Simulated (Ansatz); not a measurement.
Two members of one family (Same ligands, another metal), computed with Ansatz in the gas phase; def2 core potentials for W, no spin–orbit coupling. A negative affinity means that the extra electron isn't bound at that geometry and level; within about 0.2 eV of zero the sign isn't settled. Names give formal oxidation states. A dash marks a value that wasn't run or was left out as unsound. The structures are stationary points that may keep the symmetry of their start. Remarks come from the PBE and PBE0 runs and from stability tests at other levels; not every state was tested. A HOMO above zero means that the electron is unbound at that level and held by the basis, or that self-interaction error raises the level; the energy of removing that electron tells which. HOMO above LUMO (over both spins in singlets and doublets, within one spin in higher multiplets; at PBE or PBE0), or a gap under 0.15 eV within one spin, warns that the state may not be the lowest or that an electron is smeared out.

First: CrO2(NH2)2 (singlet, charge 0, B3LYP-D4/def2-SVP geometry).

```xyz
9

Cr    0.292    0.365    0.404
O     1.835    0.532    0.405
O    -0.469    1.178    1.486
N    -0.061   -1.372    0.691
H     0.584   -2.116    0.444
H    -0.908   -1.697    1.149
N    -0.305    0.913   -1.199
H    -1.231    1.306   -1.341
H     0.264    0.892   -2.039
```

| level | HOMO (eV) | LUMO (eV) | gap (eV) | vertical EA (eV) |
| --- | --- | --- | --- | --- |
| LDA (SPW92)/def2-TZVP | -6.22 | -3.91 | 2.31 | – |
| PBE-D4/def2-TZVP | -6.01 | -3.67 | 2.34 | – |
| r2SCAN-D4/def2-TZVPD | -6.34 | -3.75 | 2.59 | 0.74 |
| PBE0-D4/def2-SVP | -7.10 | -2.76 | 4.35 | – |
| PBE0-D4/def2-TZVPD | -7.35 | -2.86 | 4.49 | 1.32 |

Metal–donor distances: 2 × O 1.55 Å, 2 × N 1.80 Å. Remarks: restricted SCF unstable in HF, HOMO above zero (-1 doublet), gap within one spin near zero at PBE or PBE0 (-1 doublet).

Second: WO2(NH2)2 (singlet, charge 0, B3LYP-D4/def2-SVP geometry).

Cartesian coordinates in Å:
```
W 0.492 0.218 -0.368
O 0.718 1.887 -0.736
O 1.678 -0.827 -1.055
N -1.253 -0.317 -1.074
H -1.475 -1.251 -1.413
H -2.031 0.320 -1.228
N 0.580 0.020 1.578
H 0.368 0.761 2.241
H 0.922 -0.810 2.056
```

Q: Estimate how these quantities change from the first to the second (second minus first).

A: 
```
                level  Δ HOMO (eV)  Δ LUMO (eV)  Δ gap (eV)  Δ vertical EA (eV)
LDA (SPW92)/def2-TZVP        -0.40         1.53        1.93                   –
     PBE-D4/def2-TZVP        -0.39         1.52        1.91                   –
 r2SCAN-D4/def2-TZVPD        -0.44         1.65        2.09               -1.25
     PBE0-D4/def2-SVP        -0.61         1.48        2.08                   –
   PBE0-D4/def2-TZVPD        -0.51         1.47        1.98               -1.80
```

Metal–donor distances: 2 × O 1.72 Å, 2 × N 1.96 Å. Remarks: HOMO above zero (-1 doublet), gap within one spin near zero at PBE or PBE0 (-1 doublet).
